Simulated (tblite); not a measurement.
A geometry optimisation, step by step.

Species: C₄H₉ClO₂Si.
Atom-mapped SMILES: `[SiH3:1][O:2][C@:3]1([CH2:4][Cl:5])[CH2:6][CH2:7][O:8]1` (hydrogens: H9, H10, H11 on Si1; H12, H13 on C4; H14, H15 on C6; H16, H17 on C7)

Computed with GFN2-xTB (tblite), gas phase: L-BFGS steps from a force-field or distance-geometry start until the largest atomic force falls under 0.01 eV/Å. 11 of its 188 geometries are shown.

Step 0: E = -750.3248 eV, largest atomic force 2.854 eV/Å
```
atom  x, y, z in Å  |  force x, y, z in eV/Å
Si1     2.209   -0.438    0.201   -0.203  -0.759  -0.952
O2      0.969   -0.439   -0.988    1.683   0.425   1.416
C3     -0.177    0.191   -0.614   -1.748   0.297   0.691
C4     -0.033    1.662   -0.295    0.463   0.264   0.401
Cl5    -1.632    2.299    0.161    0.355   0.551  -0.444
C6     -0.975   -0.507    0.478    1.889  -1.090   1.841
C7     -1.762   -1.121   -0.652   -1.161   0.534   1.484
O8     -1.280   -0.068   -1.458    0.060  -0.177  -2.550
H9      1.879    0.344    1.400    0.001  -0.123  -0.058
H10     2.409   -1.846    0.630   -0.166   0.403  -0.230
H11     3.411    0.133   -0.410   -0.270  -0.033  -0.097
H12     0.395    2.168   -1.159   -0.166   0.371   0.190
H13     0.598    1.736    0.621   -0.327   0.298  -0.819
H14    -1.494    0.234    1.099    0.080  -0.839  -0.016
H15    -0.285   -1.181    1.019   -0.714   0.145   0.413
H16    -2.852   -1.034   -0.403    0.648  -0.490  -0.934
H17    -1.385   -2.119   -0.902   -0.423   0.221  -0.338
```

Step 19: E = -751.2370 eV, largest atomic force 0.192 eV/Å
```
atom  x, y, z in Å  |  force x, y, z in eV/Å
Si1     2.324   -0.475    0.235   -0.004   0.120   0.141
O2      1.069   -0.203   -0.755   -0.153   0.058   0.095
C3     -0.216    0.228   -0.475    0.003   0.053  -0.116
C4     -0.125    1.746   -0.320   -0.046   0.034  -0.017
Cl5    -1.676    2.527    0.021    0.080  -0.163  -0.062
C6     -0.983   -0.590    0.578    0.019   0.053  -0.072
C7     -1.768   -1.115   -0.625    0.057  -0.022  -0.047
O8     -1.099   -0.191   -1.499   -0.115  -0.060   0.055
H9      2.113    0.232    1.515    0.101  -0.099  -0.126
H10     2.407   -1.906    0.483    0.028  -0.149   0.062
H11     3.433    0.054   -0.535    0.073   0.019  -0.007
H12     0.277    2.146   -1.252   -0.102   0.076   0.000
H13     0.551    1.975    0.502    0.011   0.012   0.040
H14    -1.573    0.004    1.268    0.073   0.035   0.033
H15    -0.363   -1.314    1.094   -0.033  -0.027   0.102
H16    -2.849   -0.958   -0.615    0.095   0.020  -0.031
H17    -1.529   -2.149   -0.891   -0.087   0.041  -0.052
```

Step 37: E = -751.2774 eV, largest atomic force 0.094 eV/Å
```
atom  x, y, z in Å  |  force x, y, z in eV/Å
Si1     2.402   -0.531    0.260   -0.051   0.067   0.042
O2      1.134   -0.117   -0.662   -0.050  -0.003  -0.026
C3     -0.179    0.238   -0.459    0.005   0.017  -0.020
C4     -0.206    1.764   -0.341   -0.045   0.018   0.018
Cl5    -1.829    2.368    0.006   -0.012   0.016  -0.041
C6     -0.982   -0.570    0.576    0.024   0.011  -0.001
C7     -1.762   -1.076   -0.639    0.029   0.000   0.015
O8     -1.001   -0.236   -1.518    0.011  -0.044   0.038
H9      2.329    0.136    1.566    0.010  -0.006  -0.014
H10     2.426   -1.976    0.484   -0.018  -0.024  -0.010
H11     3.491   -0.035   -0.565    0.015  -0.042   0.014
H12     0.123    2.190   -1.289   -0.023   0.006   0.037
H13     0.448    2.081    0.471    0.027  -0.022  -0.015
H14    -1.559    0.037    1.268    0.023   0.008   0.009
H15    -0.399   -1.311    1.113    0.036  -0.027  -0.020
H16    -2.824   -0.818   -0.667    0.045  -0.006  -0.009
H17    -1.619   -2.133   -0.877   -0.025   0.031  -0.016
```

Step 56: E = -751.2955 eV, largest atomic force 0.054 eV/Å
```
atom  x, y, z in Å  |  force x, y, z in eV/Å
Si1     2.387   -0.559    0.279    0.001   0.011   0.025
O2      1.193    0.021   -0.656   -0.031  -0.025  -0.013
C3     -0.147    0.266   -0.474   -0.004   0.018   0.011
C4     -0.286    1.786   -0.360   -0.013   0.041   0.003
Cl5    -1.954    2.284   -0.061   -0.015  -0.008  -0.012
C6     -0.904   -0.573    0.570    0.029   0.001  -0.019
C7     -1.728   -1.052   -0.627    0.006   0.010   0.023
O8     -0.929   -0.277   -1.530    0.012  -0.017   0.016
H9      2.380    0.106    1.586   -0.016   0.005   0.016
H10     2.250   -1.998    0.501   -0.008  -0.041   0.000
H11     3.533   -0.201   -0.533    0.004  -0.001  -0.040
H12     0.039    2.242   -1.295   -0.011  -0.005  -0.021
H13     0.328    2.142    0.466    0.008  -0.001   0.021
H14    -1.441   -0.003    1.323    0.030  -0.029  -0.022
H15    -0.282   -1.336    1.027   -0.012  -0.001   0.043
H16    -2.767   -0.718   -0.636   -0.030   0.031  -0.011
H17    -1.680   -2.119   -0.853    0.050   0.008  -0.019
```

Step 75: E = -751.2982 eV, largest atomic force 0.040 eV/Å
```
atom  x, y, z in Å  |  force x, y, z in eV/Å
Si1     2.381   -0.581    0.279    0.002  -0.007  -0.018
O2      1.198    0.045   -0.641    0.012  -0.008   0.000
C3     -0.143    0.283   -0.464    0.014  -0.002  -0.002
C4     -0.303    1.804   -0.360    0.009  -0.012   0.003
Cl5    -1.984    2.271   -0.087    0.009   0.000  -0.007
C6     -0.893   -0.565    0.576    0.003   0.013  -0.007
C7     -1.707   -1.052   -0.624    0.000   0.001   0.008
O8     -0.915   -0.267   -1.524    0.000   0.008   0.010
H9      2.388    0.076    1.591    0.010  -0.005   0.007
H10     2.228   -2.024    0.496   -0.023   0.029  -0.015
H11     3.518   -0.247   -0.559    0.001  -0.001   0.008
H12     0.026    2.253   -1.298   -0.015   0.001   0.005
H13     0.296    2.177    0.471   -0.006  -0.009   0.002
H14    -1.439    0.002    1.325    0.000  -0.019   0.000
H15    -0.268   -1.321    1.042   -0.017   0.022   0.006
H16    -2.751   -0.727   -0.636    0.001  -0.011  -0.017
H17    -1.639   -2.116   -0.858    0.002   0.001   0.016
```

Step 94: E = -751.3069 eV, largest atomic force 0.407 eV/Å
```
atom  x, y, z in Å  |  force x, y, z in eV/Å
Si1     2.314   -0.778    0.166   -0.263   0.181  -0.056
O2      1.233    0.350   -0.345    0.211  -0.296   0.183
C3     -0.137    0.447   -0.339    0.015   0.021  -0.010
C4     -0.432    1.951   -0.343   -0.004   0.021  -0.017
Cl5    -2.169    2.296   -0.332    0.142  -0.045  -0.010
C6     -0.924   -0.412    0.667   -0.046  -0.026   0.054
C7     -1.439   -1.142   -0.582   -0.018  -0.011   0.129
O8     -0.729   -0.241   -1.440    0.042   0.002   0.076
H9      2.677   -0.413    1.549   -0.089  -0.118  -0.151
H10     1.768   -2.147    0.110    0.081   0.174   0.046
H11     3.406   -0.584   -0.774   -0.033   0.024   0.005
H12    -0.003    2.377   -1.251   -0.060   0.033  -0.003
H13     0.018    2.420    0.537   -0.070  -0.098  -0.081
H14    -1.677    0.158    1.215    0.052  -0.133  -0.058
H15    -0.311   -0.995    1.358   -0.099   0.104  -0.181
H16    -2.519   -1.102   -0.767    0.164   0.050   0.067
H17    -1.082   -2.172   -0.701   -0.027   0.116   0.007
```

Step 112: E = -751.3613 eV, largest atomic force 0.473 eV/Å
```
atom  x, y, z in Å  |  force x, y, z in eV/Å
Si1     2.299   -0.773    0.092   -0.190   0.205  -0.044
O2      1.219    0.468    0.284    0.074  -0.436  -0.168
C3     -0.095    0.477   -0.129    0.101  -0.002   0.072
C4     -0.445    1.948   -0.394    0.056  -0.035   0.065
Cl5    -2.187    2.233   -0.427    0.027   0.011  -0.047
C6     -1.050   -0.372    0.744   -0.017   0.009  -0.102
C7     -1.313   -1.142   -0.555   -0.008   0.031   0.010
O8     -0.352   -0.345   -1.268   -0.072  -0.005   0.219
H9      2.881   -0.873    1.434   -0.027   0.067  -0.127
H10     1.641   -2.033   -0.268    0.046   0.061   0.053
H11     3.235   -0.383   -0.968   -0.101   0.008   0.128
H12    -0.038    2.243   -1.365   -0.034  -0.088   0.063
H13    -0.008    2.567    0.391   -0.072  -0.036   0.012
H14    -1.906    0.151    1.165    0.083  -0.009  -0.026
H15    -0.527   -0.937    1.515   -0.020   0.112  -0.117
H16    -2.323   -1.016   -0.964    0.164   0.016  -0.005
H17    -1.039   -2.201   -0.560   -0.007   0.092   0.014
```

Step 131: E = -751.3939 eV, largest atomic force 0.477 eV/Å
```
atom  x, y, z in Å  |  force x, y, z in eV/Å
Si1     2.324   -0.672   -0.032   -0.134   0.182   0.128
O2      1.067    0.159    0.655    0.087  -0.251  -0.396
C3     -0.151    0.370    0.042    0.012  -0.064   0.074
C4     -0.247    1.863   -0.299   -0.102  -0.101   0.052
Cl5    -1.919    2.405   -0.547    0.238  -0.020   0.002
C6     -1.336   -0.344    0.739   -0.006   0.080   0.067
C7     -1.372   -1.203   -0.528    0.068  -0.044   0.025
O8     -0.326   -0.424   -1.124    0.089  -0.134  -0.074
H9      3.142   -0.755    1.171   -0.036  -0.004   0.003
H10     1.960   -1.986   -0.566   -0.049   0.087   0.085
H11     2.980    0.108   -1.091   -0.157  -0.007   0.055
H12     0.302    2.035   -1.228   -0.052  -0.036   0.037
H13     0.200    2.440    0.506   -0.086   0.100   0.098
H14    -2.210    0.288    0.893    0.094  -0.081  -0.007
H15    -1.079   -0.867    1.663    0.062   0.144  -0.211
H16    -2.280   -1.157   -1.134    0.011   0.020   0.088
H17    -1.063   -2.247   -0.392   -0.040   0.126  -0.026
```

Step 150: E = -751.4528 eV, largest atomic force 0.133 eV/Å
```
atom  x, y, z in Å  |  force x, y, z in eV/Å
Si1     2.271   -0.708   -0.065    0.086  -0.071  -0.070
O2      1.105    0.205    0.637   -0.017   0.007   0.024
C3     -0.116    0.391    0.039   -0.030   0.014   0.050
C4     -0.268    1.883   -0.251    0.020  -0.038  -0.023
Cl5    -1.855    2.246   -0.929   -0.052   0.034  -0.008
C6     -1.277   -0.328    0.748   -0.038  -0.015   0.109
C7     -1.333   -1.181   -0.520    0.030   0.040   0.027
O8     -0.274   -0.423   -1.119    0.054   0.076  -0.014
H9      3.231   -0.645    1.026    0.015   0.053   0.020
H10     1.854   -2.086   -0.323   -0.031   0.019   0.021
H11     2.712   -0.078   -1.308    0.008  -0.021   0.004
H12     0.482    2.182   -0.981    0.050  -0.026  -0.067
H13    -0.137    2.458    0.665   -0.051  -0.048   0.047
H14    -2.145    0.288    0.969   -0.010  -0.010  -0.132
H15    -0.965   -0.851    1.647    0.058  -0.041   0.012
H16    -2.240   -1.113   -1.118   -0.121   0.052  -0.002
H17    -1.052   -2.228   -0.391    0.030  -0.025   0.001
```

Step 168: E = -751.4660 eV, largest atomic force 0.030 eV/Å
```
atom  x, y, z in Å  |  force x, y, z in eV/Å
Si1     2.306   -0.715   -0.041   -0.007   0.005   0.020
O2      1.136    0.241    0.600    0.008  -0.022  -0.019
C3     -0.102    0.387    0.029    0.004   0.013   0.007
C4     -0.302    1.875   -0.255   -0.014   0.000   0.005
Cl5    -1.885    2.187   -0.972    0.003   0.009   0.012
C6     -1.240   -0.352    0.756    0.009   0.014   0.002
C7     -1.359   -1.145   -0.546    0.015   0.010   0.001
O8     -0.269   -0.420   -1.132    0.013   0.002   0.006
H9      3.279   -0.507    1.022    0.003   0.000  -0.016
H10     1.877   -2.110   -0.145   -0.006   0.005   0.012
H11     2.729   -0.221   -1.348   -0.017  -0.004   0.003
H12     0.459    2.205   -0.962   -0.005  -0.002   0.004
H13    -0.228    2.437    0.676    0.003  -0.009  -0.019
H14    -2.097    0.260    1.020    0.001  -0.012   0.000
H15    -0.888   -0.916    1.615   -0.013  -0.002  -0.018
H16    -2.282   -0.980   -1.108    0.007  -0.014  -0.001
H17    -1.140   -2.213   -0.483   -0.005   0.006   0.000
```

Step 187: E = -751.4708 eV, largest atomic force 0.007 eV/Å
```
atom  x, y, z in Å  |  force x, y, z in eV/Å
Si1     2.272   -0.750   -0.015    0.004  -0.002   0.001
O2      1.156    0.302    0.572    0.001  -0.002   0.001
C3     -0.091    0.420    0.016    0.000   0.001  -0.002
C4     -0.331    1.905   -0.249   -0.003   0.006  -0.003
Cl5    -1.947    2.200   -0.895    0.001   0.001   0.002
C6     -1.205   -0.360    0.739    0.001   0.002  -0.001
C7     -1.311   -1.137   -0.574   -0.001  -0.001   0.000
O8     -0.241   -0.379   -1.154   -0.003  -0.006   0.001
H9      3.307   -0.454    0.964   -0.001   0.000  -0.002
H10     1.795   -2.132    0.070    0.001   0.000   0.001
H11     2.635   -0.425   -1.391   -0.001   0.001   0.001
H12     0.394    2.253   -0.985    0.002   0.000   0.000
H13    -0.224    2.462    0.682   -0.002  -0.001   0.000
H14    -2.077    0.223    1.019    0.002   0.001   0.003
H15    -0.831   -0.928    1.585   -0.005  -0.002  -0.003
H16    -2.240   -0.987   -1.130    0.002   0.000   0.001
H17    -1.069   -2.200   -0.526    0.003   0.002  -0.001
```

Problem. Summarise the path.

Solution. The energy falls by 110.57 kJ/mol from step 0 to step 187; nine tenths of that is first reached at step 110. It rises by more than 0.2 meV at steps 94, 97, 100, 103, 106, 109 and 131. The largest force goes from 2.854 to 0.007 eV/Å. Among the bonds Si1–O2 changes most, from 1.718 to 1.642 Å; the atoms move by 0.954 Å rms after alignment.

What follows is the cost of the whole relaxation. On one thread of an Intel Xeon at 2.50 GHz, shared host with 64 logical CPUs at a one-minute load of 55, this took 6.6 s wall, 4.8 s CPU.
